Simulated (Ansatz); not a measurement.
Relaxation of CH$_{6}$BNO$_{2}$ (11 atoms, charge 0, multiplicity 1), to a largest force component of 0.015 eV/Å in at most 40 steps.

The calculation used RKS B3LYP-D4/def2-SVP in Ansatz 0.2.0.

```xyz
11
Properties=species:S:1:pos:R:3:forces:R:3
N -1.486 -0.029 0.575 -3.63 1.95 -0.28
C -0.109 0.239 0.748 2.27 1.06 0.60
B 0.665 -0.252 -0.548 1.21 -2.11 -1.98
O 1.646 -1.414 -0.464 -1.61 4.34 -0.16
O 0.347 0.296 -1.874 1.22 -0.64 2.85
H -2.012 0.262 1.464 0.80 -0.67 -1.41
H -1.862 0.706 -0.137 0.66 -1.78 1.27
H 0.290 -0.315 1.623 -0.10 0.09 -0.20
H 0.096 1.340 0.963 0.25 -0.61 -0.12
H 1.117 -2.186 -0.550 -0.75 -1.55 -0.17
H 0.950 1.060 -1.942 -0.32 -0.07 -0.41
```

Question: Where does it end, and by what steps?

Answer: The forces met the threshold. After 28 steps the energy has fallen by 2.001 eV; H11 moved furthest, 2.15 Å.

```json
{"step": "0", "energy less start (eV)": "0.0000", "largest force component (eV/Å)": "4.335", "accepted": "yes"}
{"step": "1", "energy less start (eV)": "-0.5736", "largest force component (eV/Å)": "2.031", "accepted": "yes"}
{"step": "2", "energy less start (eV)": "-0.7358", "largest force component (eV/Å)": "1.205", "accepted": "yes"}
{"step": "3", "energy less start (eV)": "-0.8603", "largest force component (eV/Å)": "0.881", "accepted": "yes"}
{"step": "4", "energy less start (eV)": "-1.0260", "largest force component (eV/Å)": "1.880", "accepted": "yes"}
{"step": "5", "energy less start (eV)": "-1.1613", "largest force component (eV/Å)": "2.393", "accepted": "yes"}
{"step": "6", "energy less start (eV)": "-1.5923", "largest force component (eV/Å)": "0.554", "accepted": "yes"}
{"step": "7", "energy less start (eV)": "-1.5848", "largest force component (eV/Å)": "1.360", "accepted": "no"}
{"step": "8", "energy less start (eV)": "-1.6536", "largest force component (eV/Å)": "0.359", "accepted": "yes"}
{"step": "9", "energy less start (eV)": "-1.6663", "largest force component (eV/Å)": "0.517", "accepted": "yes"}
{"step": "10", "energy less start (eV)": "-1.6741", "largest force component (eV/Å)": "0.267", "accepted": "yes"}
{"step": "11", "energy less start (eV)": "-1.6788", "largest force component (eV/Å)": "0.199", "accepted": "yes"}
{"step": "12", "energy less start (eV)": "-1.6853", "largest force component (eV/Å)": "0.086", "accepted": "yes"}
{"step": "13", "energy less start (eV)": "-1.6890", "largest force component (eV/Å)": "0.148", "accepted": "yes"}
{"step": "14", "energy less start (eV)": "-1.6916", "largest force component (eV/Å)": "0.112", "accepted": "yes"}
{"step": "15", "energy less start (eV)": "-1.6964", "largest force component (eV/Å)": "0.155", "accepted": "yes"}
{"step": "16", "energy less start (eV)": "-1.7002", "largest force component (eV/Å)": "0.470", "accepted": "yes"}
{"step": "17", "energy less start (eV)": "-1.7171", "largest force component (eV/Å)": "0.443", "accepted": "yes"}
{"step": "18", "energy less start (eV)": "-1.7424", "largest force component (eV/Å)": "0.762", "accepted": "yes"}
{"step": "19", "energy less start (eV)": "-1.7845", "largest force component (eV/Å)": "0.804", "accepted": "yes"}
{"step": "20", "energy less start (eV)": "-1.8660", "largest force component (eV/Å)": "0.514", "accepted": "yes"}
{"step": "21", "energy less start (eV)": "-1.9499", "largest force component (eV/Å)": "0.270", "accepted": "yes"}
{"step": "22", "energy less start (eV)": "-1.9926", "largest force component (eV/Å)": "0.294", "accepted": "yes"}
{"step": "23", "energy less start (eV)": "-1.9933", "largest force component (eV/Å)": "0.304", "accepted": "yes"}
{"step": "24", "energy less start (eV)": "-1.9984", "largest force component (eV/Å)": "0.285", "accepted": "yes"}
{"step": "25", "energy less start (eV)": "-2.0004", "largest force component (eV/Å)": "0.028", "accepted": "yes"}
{"step": "26", "energy less start (eV)": "-2.0004", "largest force component (eV/Å)": "0.022", "accepted": "yes"}
{"step": "27", "energy less start (eV)": "-2.0006", "largest force component (eV/Å)": "0.029", "accepted": "yes"}
{"step": "28", "energy less start (eV)": "-2.0006", "largest force component (eV/Å)": "0.007", "accepted": "yes"}
```

```xyz
11
Properties=species:S:1:pos:R:3
N -1.320 0.771 0.260
C -0.153 0.032 0.786
B 0.697 -0.505 -0.448
O 1.961 -0.980 -0.278
O 0.099 -0.494 -1.668
H -2.068 0.840 0.949
H -1.056 1.732 0.039
H -0.521 -0.858 1.329
H 0.460 0.593 1.519
H 2.337 -1.304 -1.108
H -0.795 -0.121 -1.523
```

The run took 71 s on 2 threads of Arm Neoverse V1, with other jobs on the host, peak memory 0.2 GiB.
